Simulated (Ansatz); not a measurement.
Geometry optimisation, RKS PBE-D4/STO-3G in Ansatz 0.2.0.

input.yaml

```yaml
crystal:
  periodic: [false, false, false]
  atoms:
    - { symbol: O, position_ang: [-0.9022, -0.4192, 1.4593] }
    - { symbol: Si, position_ang: [0.1076, -0.6674, 0.2166] }
    - { symbol: F, position_ang: [1.5368, -0.903, 0.8073] }
    - { symbol: C, position_ang: [0.1196, 0.1523, -1.3243] }
    - { symbol: "N", position_ang: [0.1727, 1.0316, -0.459] }
    - { symbol: H, position_ang: [-0.9634, 0.5892, 1.6597] }
    - { symbol: H, position_ang: [-0.0098, 0.1485, -2.4053] }
basis:
  gaussian: { orbitals: STO-3G }
hamiltonian:
  xc: pbe
  dispersion: d4
relax:
  f_tol: 0.015
  max_steps: 40
output:
  orbitals: {}
```

Run as:

```bash
$ ansatz run input.yaml --threads 1 --pin off --max-ram 2048MiB --backend cpu --events-out ev --progress --plain --runs-dir out
```

Q: Where does it end, and by what steps?

A: It converged. Limits of this set-up: minimal basis. After 11 steps the energy has fallen by 1.246 eV; H6 moved furthest, 0.64 Å.

| step | energy less start (eV) | largest force component (eV/Å) | accepted |
| --- | --- | --- | --- |
| 0 | 0.0000 | 6.495 | yes |
| 1 | -0.8436 | 1.597 | yes |
| 2 | -1.0547 | 1.074 | yes |
| 3 | -1.1278 | 0.672 | yes |
| 4 | -1.1528 | 1.650 | yes |
| 5 | -1.2193 | 0.809 | yes |
| 6 | -1.2359 | 0.394 | yes |
| 7 | -1.2453 | 0.098 | yes |
| 8 | -1.2458 | 0.032 | yes |
| 9 | -1.2459 | 0.032 | yes |
| 10 | -1.2461 | 0.021 | yes |
| 11 | -1.2461 | 0.004 | yes |

```xyz
7
Properties=species:S:1:pos:R:3
O -0.788 -0.392 1.666
Si 0.370 -0.274 0.395
F 1.634 -1.234 0.814
C 0.027 0.158 -1.294
N 0.599 1.232 -0.664
H -1.482 0.327 1.397
H -0.299 0.117 -2.359
```

Whether the end is a true minimum wasn't checked by a vibrational analysis.

The run took 49 s on 1 thread of Arm Neoverse N1 (shared host), peak memory 0.17 GiB.
